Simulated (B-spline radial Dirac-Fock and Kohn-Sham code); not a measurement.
Scattering functions of Pm⁵³⁺

System: promethium as Pm⁵³⁺ in the configuration [He] 2s2 2p4.

These are calculated numbers from a radial atomic solver; the model is Dirac-Fock orbitals of the configuration average with a finite nucleus. f₀ is the Fourier transform of the spherical electron density, S the Waller-Hartree incoherent function, and s = sin θ/λ.

| s (Å⁻¹) | f₀ | S |
| --- | --- | --- |
| 0 | 8.000 | 0.000 |
| 0.09 | 7.997 | 0.004 |
| 0.11 | 7.995 | 0.006 |
| 0.13 | 7.993 | 0.009 |
| 0.16 | 7.989 | 0.014 |
| 0.19 | 7.985 | 0.019 |
| 0.23 | 7.978 | 0.028 |
| 0.27 | 7.969 | 0.039 |
| 0.32 | 7.957 | 0.055 |
| 0.39 | 7.936 | 0.081 |
| 0.46 | 7.912 | 0.112 |
| 0.55 | 7.874 | 0.159 |
| 0.66 | 7.820 | 0.228 |
| 0.79 | 7.744 | 0.324 |
| 0.94 | 7.641 | 0.452 |
| 1.12 | 7.497 | 0.631 |
| 1.34 | 7.293 | 0.879 |
| 1.59 | 7.031 | 1.196 |
| 1.9 | 6.667 | 1.624 |
| 2.27 | 6.194 | 2.163 |
| 2.71 | 5.605 | 2.809 |
| 3.23 | 4.910 | 3.531 |
| 3.86 | 4.125 | 4.295 |

f₀ starts at the number of electrons, 8. The sum of ⟨r²⟩ over the electrons is 0.05701 bohr².
